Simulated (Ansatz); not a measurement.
ClH$_{3}$OS$_{2}$Si, SMILES `O[Si](S)(S)Cl`, 8 atoms. The species carries charge 0 and has multiplicity 1. All runs use 4 threads of a server CPU on a shared host. Correlated methods freeze the cores.

Task: Give the basis size and wall time and peak host memory of each of these runs in Ansatz. RKS BLYP-D4/def2-TZVPP energy; RKS PBE0-D4/def2-SVP energy; RKS ωB97M-V/def2-QZVPP energy; RKS PBE0-D4/def2-TZVP relaxation (11 steps); RKS PBE0-D4/def2-QZVPP energy; RHF-CCSD(T)/def2-TZVPP energy; direct RPA on PBE orbitals/def2-TZVPP energy; RKS ωB97M-V/def2-SVP energy; RKS PBE0-D4/def2-TZVP frequencies; RKS BHLYP-D4/def2-TZVPP energy; RHF-MP2/def2-QZVPP energy; RKS r2SCANh-D4/def2-TZVPP energy. (An estimate is asked.)

Result: Ansatz gave: Other jobs shared the machine, so times are rough.

| level | job | functions | wall time | peak host memory (GiB) |
| --- | --- | --- | --- | --- |
| RKS PBE0-D4/def2-SVP | energy | 101 | 1.1 s | 0.21 |
| RKS BLYP-D4/def2-TZVPP | energy | 241 | 2.1 s | 0.37 |
| RKS BHLYP-D4/def2-TZVPP | energy | 241 | 3.8 s | 0.78 |
| direct RPA on PBE orbitals/def2-TZVPP | energy | 241 | 4.3 s | 0.52 |
| RKS ωB97M-V/def2-SVP | energy | 101 | 4.9 s | 0.33 |
| RKS r2SCANh-D4/def2-TZVPP | energy | 241 | 6 s | 0.76 |
| RKS PBE0-D4/def2-QZVPP | energy | 427 | 9.5 s | 1.9 |
| RHF-MP2/def2-QZVPP | energy | 427 | 17 s | 2.2 |
| RKS ωB97M-V/def2-QZVPP | energy | 427 | 20 s | 2.1 |
| RKS PBE0-D4/def2-TZVP | relaxation (11 steps) | 197 | 43 s | 0.62 |
| RHF-CCSD(T)/def2-TZVPP | energy | 241 | 100 s | 4.2 |
| RKS PBE0-D4/def2-TZVP | frequencies | 197 | 120 s | 0.62 |
